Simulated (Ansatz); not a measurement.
GeI (SMILES [Ge][I]), doublet, geometry from GFN2-xTB (core potentials on I); B3LYP5/def2-SVP (Ansatz, a quantum-chemistry and plane-wave program).

Here is a job for Ansatz.
Ansatz 0.2 input:
```yaml
crystal:
  periodic: [false, false, false]
  atoms:
    - {symbol: Ge, position_ang: [-0.00000000, -0.00000000, -1.58877700]}
    - {symbol: I, position_ang: [0.00000000, 0.00000000, 0.95926159]}
basis:
  gaussian:
    orbitals: def2-SVP
hamiltonian:
  xc: b3lyp5
magnetization: {spin_polarized: true, initial_magnetization: 1}
```

Task: Write the output that Ansatz gives for this input, abridged.

Result: 
```
Functional definition: B3LYP5
650 factors; integrals over basis functions are off by at most 2.6e-4 eV
mean field evaluation 1: about -64609.4154 eV, gradient 8.8e0 eV
mean field evaluation 2: about -64608.7666 eV, gradient 1.3e1 eV
mean field evaluation 4: about -64609.7240 eV, gradient 4.7e-1 eV
mean field evaluation 8: about -64609.7317 eV, gradient 3.4e-2 eV
mean field evaluation 16: about -64609.7317 eV, gradient 1.8e-5 eV
mean field -64609.73172858 eV, -2374.3638469763 hartree, gradient 1.8e-5 eV, S^2 0.752817; 1 other end points of the search recorded, 0 dependent functions left out
reference -64609.73190512 eV, -2374.3638534638 hartree; 29, 28 occupied and 29, 30 virtual orbitals, 650 factors
Total energy: -64609.73190512 eV, -2374.3638534638 hartree
```
